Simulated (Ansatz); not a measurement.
Cartesian coordinates in Å:
```
C 2.4079 -1.5691 -0.2856
O 1.0455 -1.6358 0.0637
C 0.3221 -0.4316 -0.0319
O 0.3214 0.0455 -1.3611
C -0.2770 -0.7932 -2.3193
C -1.0743 -0.7667 0.4743
C -1.9768 0.4563 0.4980
C -1.3639 1.5682 1.3372
C 0.0309 1.9187 0.8413
C 0.9347 0.6941 0.7914
H 2.5596 -1.0227 -1.2217
H 2.7474 -2.5971 -0.4154
H 3.0100 -1.1009 0.5011
H 0.0428 -0.4305 -3.2966
H 0.0426 -1.8333 -2.2025
H -1.3716 -0.7514 -2.2747
H -0.9607 -1.1721 1.4839
H -1.4951 -1.5707 -0.1340
H -2.9616 0.1811 0.8861
H -2.1305 0.8191 -0.5244
H -2.0047 2.4546 1.3218
H -1.3075 1.2398 2.3830
H -0.0375 2.3470 -0.1634
H 0.4832 2.6817 1.4816
H 1.1081 0.3073 1.8011
H 1.9047 0.9615 0.3662
```

Total charge 0; spin multiplicity 1.

Q: List the ωB97M-V/def2-TZVPP orbital energies in eV (the Gaussian-basis code of Ansatz). (Best estimate.)

A: Ansatz gave: Occupied: -526.07, -526.03, -284.00, -282.37, -282.33, -281.17, -281.13, -281.13, -281.11, -281.10, -32.64, -30.86, -25.96, -23.71, -23.67, -21.92, -21.58, -19.86, -19.06, -18.00, -16.94, -16.45, -15.94, -15.64, -14.93, -14.72, -14.38, -14.15, -13.75, -13.33, -12.98, -12.75, -12.36, -11.93, -11.55, -11.25, -11.17, -10.47, -10.16, -9.85. Lowest empty: 2.59, 3.05, 3.26, 3.46, 3.99, 4.03, 4.21, 4.45.
